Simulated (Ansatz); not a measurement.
Input file for CH5AsO, SMILES `CO[AsH2]`:

```yaml
crystal:
  periodic: [false, false, false]
  atoms:
    - {symbol: C, position_ang: [-0.419750, 0.876843, -0.216055]}
    - {symbol: O, position_ang: [-0.786445, -0.147670, 0.675496]}
    - {symbol: As, position_ang: [0.254698, -1.593621, 0.766270]}
    - {symbol: H, position_ang: [-0.394180, 0.518891, -1.253320]}
    - {symbol: H, position_ang: [0.566304, 1.291578, 0.029705]}
    - {symbol: H, position_ang: [-1.166058, 1.670671, -0.135438]}
    - {symbol: H, position_ang: [1.607274, -0.863866, 0.823686]}
    - {symbol: H, position_ang: [0.430257, -1.809927, -0.746245]}
basis:
  gaussian: {orbitals: def2-TZVPP}
correlation: {method: ccsd_t}
output: {orbitals: {seedname: orbitals}}
```

```sh
$ ansatz run in.yaml --threads 2 --pin off --events-out ev --progress --plain
```

Log, shortened:

```
Functional definition: HF
  name "HF"
  cite "Fock, Z. Phys. 61, 126 (1930) doi:10.1007/BF01340294"
  parent pbe
  exchange = exact_x
  correlation = 0
1092 factors; integrals over basis functions are off by at most 1.5e-3 eV
mean field evaluation 1: about -63940.7621 eV, gradient 3.1e1 eV
mean field evaluation 2: about -63940.9708 eV, gradient 3.1e1 eV
mean field evaluation 4: about -63943.1920 eV, gradient 3.9e0 eV
mean field evaluation 8: about -63943.2417 eV, gradient 2.1e-1 eV
mean field -63943.24203380 eV, -2349.8708024560 hartree, gradient 1.8e-6 eV, S^2 0.000000; 0 other end points of the search recorded, 0 dependent functions left out
11 core orbitals not correlated: weight in the atoms' cores, before any rotation towards them, 1.000 or more for the frozen orbitals, at most 0.000 for the correlated occupied ones
reference -63943.24203380 eV, -2349.8708024560 hartree; 15, 15 occupied and 154, 154 virtual orbitals, 1092 factors
second order -18.78487009 eV of doubles, -0.00000000 eV of singles
cycle   1  -18.83052964 eV  change   -4.6e-2 eV  update   1.0e-1
cycle   2  -19.36436279 eV  change   -5.3e-1 eV  update   3.1e-2
cycle   3  -19.47152065 eV  change   -1.1e-1 eV  update   1.6e-2
cycle   4  -19.45900719 eV  change    1.3e-2 eV  update   4.0e-3
cycle   5  -19.45865093 eV  change    3.6e-4 eV  update   1.9e-3
cycle   6  -19.45920459 eV  change   -5.5e-4 eV  update   6.0e-4
cycle   7  -19.45884024 eV  change    3.6e-4 eV  update   2.5e-4
cycle   8  -19.45884916 eV  change   -8.9e-6 eV  update   8.6e-5
cycle   9  -19.45888802 eV  change   -3.9e-5 eV  update   3.0e-5
cycle  10  -19.45887495 eV  change    1.3e-5 eV  update   1.1e-5
perturbative correction -0.71666907 eV, -0.0263371025 hartree
Total energy: -63963.41757782 eV, -2350.6122400234 hartree
```

Run time 51 s (2 threads of a server CPU on a shared host); peak host memory 1.8 GiB.

Correlation energy per correlated electron: -0.673 eV. T1 diagnostic: 0.0118.
